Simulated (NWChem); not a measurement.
C₂H₅NOSi; SMILES C1=C[Si@@H](O1)N

```xyz
10

N     -0.0422    -1.9094     0.4614
Si    -0.0233    -0.4430    -0.4140
C     -1.0972     0.9670     0.0891
C      0.0695     1.6244     0.2626
O      1.1496     0.7913     0.0206
H      0.4281    -2.7405     0.1269
H     -0.2122    -1.9373     1.4587
H      0.1694    -0.8148    -1.8352
H     -2.1046     1.3438     0.1824
H      0.3051     2.6549     0.5278
```
Atoms are numbered in this order, from 1.

All runs: NWChem. Pople sets run with spherical d functions. Structure relaxed at the B3LYP/6-31G* (spherical d) level. Level: B3LYP/6-31G* with SMD (1 M gas to 1 M solution), gas-phase geometry. Reactions with the solvent are ignored.

**Question.** Order these by “cavity-dispersion-structure term (kcal/mol)”, lowest first: n-hexane; water; ethanol; N,N-dimethylformamide; chlorobenzene.

**Answer.** n-hexane (0.3), chlorobenzene (0.8), N,N-dimethylformamide (1.5), ethanol (2.3), water (4.3)
